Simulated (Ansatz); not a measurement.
A structure relaxed at PBE0-D4/def2-TZVP, charge 0, multiplicity 1:

```xyz
10

C    -1.977   -0.588   -0.891
C    -0.706   -0.212   -0.319
N     0.301    0.086    0.135
Ga    2.183    0.649    0.984
H    -2.285   -1.558   -0.498
H    -2.731    0.159   -0.635
H    -1.888   -0.651   -1.976
H     3.090    0.280   -0.253
H     2.161   -0.336    2.215
H     1.850    2.171    1.238
```

Q: Give its formula and SMILES.

A: C2H6GaN, `CC#[N+][GaH3-]`.

Q: Point group (tolerance 0.08 Å, 0.16 Å for H)?

A: C3.

Q: Summarise the bond lengths by kind.

A: 1 × C–C 1.443 Å; 3 × C–H 1.091 Å; 1 × C–N 1.144 Å; 1 × Ga–N 2.141 Å; 3 × Ga–H 1.578 Å.

Program: Ansatz 0.2.0.
